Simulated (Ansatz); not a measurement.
Reaction (isomerisation): `O[Si@@H](F)[C@@H]1CO1` → `O=C[SiH](O)CF`

Program: Ansatz. Geometries: PBE0-D4/def2-TZVP. ΔE: electronic, gas phase. CCSD(T)/CBS adds triple-zeta CCSD(T) − MP2 to the extrapolated MP2 energy (def2 sets, frozen cores). Functionals use def2-TZVPP. B3LYP here is the variant with VWN-RPA as its local correlation; programs differ in this. Each species was taken in one conformer, which may not be the lowest.

| level | ΔE (kJ/mol) |
| --- | --- |
| PBE0-D4 | 164.5 |
| B3LYP-D4 | 147.7 |
| B2PLYP | 157.1 |
| PBE | 151.7 |
| PBE0 | 163.9 |
| SCS-MP2/def2-TZVPP | 169.6 |
| CCSD(T)/def2-TZVPP | 163.9 |
| CCSD/CBS(def2) | 167.0 |

(1) What does CCSD(T)/CBS give? (Best estimate.)

Largest T1 diagnostic among the species: 0.014.

## Answers

(1) Computed: +166.7 kJ/mol. The listed levels differ from it by -2.2, -19.0, -9.6, -15.0, -2.8, 2.9, -2.8, 0.3 kJ/mol.

From PBE to PBE0 (25 % exact exchange), in def2-TZVPP and without D4, ΔE moves by +12.1 kJ/mol. In def2-TZVPP, CCSD(T) changes the Hartree–Fock value by +16.5 kJ/mol (the triples alone add −0.2 kJ/mol) and MP2 by +34.0 kJ/mol.
